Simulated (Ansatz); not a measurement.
Harmonic vibrations of `O[Si](F)(F)CCl` by finite differences.

```yaml
crystal:
  periodic: [false, false, false]
  atoms:
    - {symbol: O, position_ang: [1.740351, -0.644061, -0.137224]}
    - {symbol: Si, position_ang: [0.282181, -0.275343, -0.721389]}
    - {symbol: F, position_ang: [0.519030, 0.590496, -2.019645]}
    - {symbol: F, position_ang: [-0.514396, -1.569503, -1.159826]}
    - {symbol: C, position_ang: [-0.769652, 0.682417, 0.475211]}
    - {symbol: Cl, position_ang: [-0.798336, -0.207569, 2.028026]}
    - {symbol: H, position_ang: [1.791197, -1.084840, 0.712818]}
    - {symbol: H, position_ang: [-0.362443, 1.674433, 0.670395]}
    - {symbol: H, position_ang: [-1.799433, 0.787867, 0.134434]}
basis:
  gaussian: {orbitals: def2-TZVP}
hamiltonian: {xc: pbe0, dispersion: d4}
phonons: {temperatures: {t_min: 298.15, t_max: 900, t_step: 200}}
```

```sh
$ ansatz run in.yaml --threads 4 --pin off --events-out ev --progress --plain --max-ram 10444MiB
```

Shortened log:

```
Functional definition: PBE0
mean field -28960.92559371 eV, -1064.2943851486 hartree, gradient 4.3e-5 eV, S^2 0.000000; 0 other end points of the search recorded, 0 dependent functions left out
mean field -28960.92553516 eV, -1064.2943829966 hartree, gradient 1.2e-6 eV, S^2 0.000000; 0 other end points of the search recorded, 0 dependent functions left out
mean field -28960.92546803 eV, -1064.2943805297 hartree, gradient 1.2e-6 eV, S^2 0.000000; 0 other end points of the search recorded, 0 dependent functions left out
mean field -28960.92553494 eV, -1064.2943829885 hartree, gradient 1.2e-6 eV, S^2 0.000000; 0 other end points of the search recorded, 0 dependent functions left out
mean field -28960.92555153 eV, -1064.2943835983 hartree, gradient 1.2e-6 eV, S^2 0.000000; 0 other end points of the search recorded, 0 dependent functions left out
mean field -28960.92542207 eV, -1064.2943788409 hartree, gradient 1.2e-6 eV, S^2 0.000000; 0 other end points of the search recorded, 0 dependent functions left out
mean field -28960.92545259 eV, -1064.2943799624 hartree, gradient 1.2e-6 eV, S^2 0.000000; 0 other end points of the search recorded, 0 dependent functions left out
mean field -28960.92540761 eV, -1064.2943783095 hartree, gradient 1.2e-6 eV, S^2 0.000000; 0 other end points of the search recorded, 0 dependent functions left out
mean field -28960.92546003 eV, -1064.2943802359 hartree, gradient 1.2e-6 eV, S^2 0.000000; 0 other end points of the search recorded, 0 dependent functions left out
mean field -28960.92544978 eV, -1064.2943798590 hartree, gradient 1.2e-6 eV, S^2 0.000000; 0 other end points of the search recorded, 0 dependent functions left out
mean field -28960.92542983 eV, -1064.2943791258 hartree, gradient 1.2e-6 eV, S^2 0.000000; 0 other end points of the search recorded, 0 dependent functions left out
mean field -28960.92550208 eV, -1064.2943817813 hartree, gradient 1.2e-6 eV, S^2 0.000000; 0 other end points of the search recorded, 0 dependent functions left out
mean field -28960.92537902 eV, -1064.2943772589 hartree, gradient 1.2e-6 eV, S^2 0.000000; 0 other end points of the search recorded, 0 dependent functions left out
mean field -28960.92558719 eV, -1064.2943849087 hartree, gradient 1.2e-6 eV, S^2 0.000000; 0 other end points of the search recorded, 0 dependent functions left out
mean field -28960.92557627 eV, -1064.2943845075 hartree, gradient 1.2e-6 eV, S^2 0.000000; 0 other end points of the search recorded, 0 dependent functions left out
mean field -28960.92555854 eV, -1064.2943838558 hartree, gradient 1.2e-6 eV, S^2 0.000000; 0 other end points of the search recorded, 0 dependent functions left out
mean field -28960.92554677 eV, -1064.2943834233 hartree, gradient 1.2e-6 eV, S^2 0.000000; 0 other end points of the search recorded, 0 dependent functions left out
mean field -28960.92549512 eV, -1064.2943815252 hartree, gradient 1.2e-6 eV, S^2 0.000000; 0 other end points of the search recorded, 0 dependent functions left out
mean field -28960.92552970 eV, -1064.2943827963 hartree, gradient 1.2e-6 eV, S^2 0.000000; 0 other end points of the search recorded, 0 dependent functions left out
mean field -28960.92555579 eV, -1064.2943837549 hartree, gradient 1.2e-6 eV, S^2 0.000000; 0 other end points of the search recorded, 0 dependent functions left out
mean field -28960.92556043 eV, -1064.2943839254 hartree, gradient 1.2e-6 eV, S^2 0.000000; 0 other end points of the search recorded, 0 dependent functions left out
mean field -28960.92549313 eV, -1064.2943814521 hartree, gradient 1.2e-6 eV, S^2 0.000000; 0 other end points of the search recorded, 0 dependent functions left out
mean field -28960.92553628 eV, -1064.2943830380 hartree, gradient 1.2e-6 eV, S^2 0.000000; 0 other end points of the search recorded, 0 dependent functions left out
mean field -28960.92556000 eV, -1064.2943839097 hartree, gradient 1.2e-6 eV, S^2 0.000000; 0 other end points of the search recorded, 0 dependent functions left out
mean field -28960.92559334 eV, -1064.2943851349 hartree, gradient 1.2e-6 eV, S^2 0.000000; 0 other end points of the search recorded, 0 dependent functions left out
mean field -28960.92543418 eV, -1064.2943792859 hartree, gradient 1.2e-6 eV, S^2 0.000000; 0 other end points of the search recorded, 0 dependent functions left out
mean field -28960.92544976 eV, -1064.2943798585 hartree, gradient 1.2e-6 eV, S^2 0.000000; 0 other end points of the search recorded, 0 dependent functions left out
mean field -28960.92546281 eV, -1064.2943803378 hartree, gradient 1.2e-6 eV, S^2 0.000000; 0 other end points of the search recorded, 0 dependent functions left out
mean field -28960.92545088 eV, -1064.2943798994 hartree, gradient 1.2e-6 eV, S^2 0.000000; 0 other end points of the search recorded, 0 dependent functions left out
mean field -28960.92550170 eV, -1064.2943817670 hartree, gradient 1.2e-6 eV, S^2 0.000000; 0 other end points of the search recorded, 0 dependent functions left out
mean field -28960.92549272 eV, -1064.2943814370 hartree, gradient 1.2e-6 eV, S^2 0.000000; 0 other end points of the search recorded, 0 dependent functions left out
mean field -28960.92559200 eV, -1064.2943850854 hartree, gradient 1.5e-6 eV, S^2 0.000000; 0 other end points of the search recorded, 0 dependent functions left out
mean field -28960.92558185 eV, -1064.2943847127 hartree, gradient 1.5e-6 eV, S^2 0.000000; 0 other end points of the search recorded, 0 dependent functions left out
mean field -28960.92557626 eV, -1064.2943845071 hartree, gradient 1.4e-6 eV, S^2 0.000000; 0 other end points of the search recorded, 0 dependent functions left out
mean field -28960.92556858 eV, -1064.2943842248 hartree, gradient 1.2e-6 eV, S^2 0.000000; 0 other end points of the search recorded, 0 dependent functions left out
mean field -28960.92551887 eV, -1064.2943823982 hartree, gradient 1.2e-6 eV, S^2 0.000000; 0 other end points of the search recorded, 0 dependent functions left out
mean field -28960.92556481 eV, -1064.2943840862 hartree, gradient 1.2e-6 eV, S^2 0.000000; 0 other end points of the search recorded, 0 dependent functions left out
mean field -28960.92558475 eV, -1064.2943848191 hartree, gradient 1.2e-6 eV, S^2 0.000000; 0 other end points of the search recorded, 0 dependent functions left out
mean field -28960.92558665 eV, -1064.2943848891 hartree, gradient 1.2e-6 eV, S^2 0.000000; 0 other end points of the search recorded, 0 dependent functions left out
mean field -28960.92555391 eV, -1064.2943836859 hartree, gradient 1.2e-6 eV, S^2 0.000000; 0 other end points of the search recorded, 0 dependent functions left out
mean field -28960.92556122 eV, -1064.2943839546 hartree, gradient 1.2e-6 eV, S^2 0.000000; 0 other end points of the search recorded, 0 dependent functions left out
mean field -28960.92546567 eV, -1064.2943804431 hartree, gradient 1.2e-6 eV, S^2 0.000000; 0 other end points of the search recorded, 0 dependent functions left out
mean field -28960.92545923 eV, -1064.2943802062 hartree, gradient 1.2e-6 eV, S^2 0.000000; 0 other end points of the search recorded, 0 dependent functions left out
mean field -28960.92557036 eV, -1064.2943842902 hartree, gradient 1.3e-6 eV, S^2 0.000000; 0 other end points of the search recorded, 0 dependent functions left out
mean field -28960.92556570 eV, -1064.2943841191 hartree, gradient 1.2e-6 eV, S^2 0.000000; 0 other end points of the search recorded, 0 dependent functions left out
mean field -28960.92551207 eV, -1064.2943821481 hartree, gradient 1.2e-6 eV, S^2 0.000000; 0 other end points of the search recorded, 0 dependent functions left out
mean field -28960.92549789 eV, -1064.2943816271 hartree, gradient 1.2e-6 eV, S^2 0.000000; 0 other end points of the search recorded, 0 dependent functions left out
mean field -28960.92557957 eV, -1064.2943846289 hartree, gradient 1.5e-6 eV, S^2 0.000000; 0 other end points of the search recorded, 0 dependent functions left out
mean field -28960.92557139 eV, -1064.2943843282 hartree, gradient 1.6e-6 eV, S^2 0.000000; 0 other end points of the search recorded, 0 dependent functions left out
mean field -28960.92548800 eV, -1064.2943812636 hartree, gradient 1.2e-6 eV, S^2 0.000000; 0 other end points of the search recorded, 0 dependent functions left out
mean field -28960.92550627 eV, -1064.2943819349 hartree, gradient 1.2e-6 eV, S^2 0.000000; 0 other end points of the search recorded, 0 dependent functions left out
mean field -28960.92558039 eV, -1064.2943846588 hartree, gradient 1.2e-6 eV, S^2 0.000000; 0 other end points of the search recorded, 0 dependent functions left out
mean field -28960.92557892 eV, -1064.2943846050 hartree, gradient 1.3e-6 eV, S^2 0.000000; 0 other end points of the search recorded, 0 dependent functions left out
mean field -28960.92557060 eV, -1064.2943842993 hartree, gradient 1.3e-6 eV, S^2 0.000000; 0 other end points of the search recorded, 0 dependent functions left out
mean field -28960.92557289 eV, -1064.2943843833 hartree, gradient 1.4e-6 eV, S^2 0.000000; 0 other end points of the search recorded, 0 dependent functions left out
Total energy: -28961.11636032 eV, -1064.3013956919 hartree
Atom 0 at     1.740351    -0.644061    -0.137224 Å, force     0.000864    -0.000051    -0.002360 eV/Å
Atom 1 at     0.282181    -0.275343    -0.721389 Å, force    -0.002379     0.003614    -0.000561 eV/Å
Atom 2 at     0.519030     0.590496    -2.019645 Å, force    -0.000035    -0.000170     0.001260 eV/Å
Atom 3 at    -0.514396    -1.569503    -1.159826 Å, force     0.000743    -0.001891     0.000450 eV/Å
Atom 4 at    -0.769652     0.682417     0.475211 Å, force    -0.000612    -0.000417     0.001353 eV/Å
Atom 5 at    -0.798336    -0.207569     2.028026 Å, force     0.000973    -0.000050    -0.001406 eV/Å
Atom 6 at     1.791197    -1.084840     0.712818 Å, force    -0.000110    -0.001271     0.002605 eV/Å
Atom 7 at    -0.362443     1.674433     0.670395 Å, force     0.001899     0.000735     0.000127 eV/Å
Atom 8 at    -1.799433     0.787867     0.134434 Å, force    -0.001343    -0.000500    -0.001469 eV/Å
Dipole moment:    -0.062240     0.180776     0.291673 e Å
Vibrations: 61.15 115.73 200.56 226.30 267.51 322.65 340.52 389.20 670.02 740.74 765.85 799.89 888.65 978.64 1014.92 1124.14 1207.41 1431.32 3099.82 3163.34 3922.17 cm⁻¹, zero-point energy 1.347121 eV
```

It took 2.5 min on 4 threads of an Arm Neoverse V1 on a shared host, with 0.63 GiB of host memory at the peak.
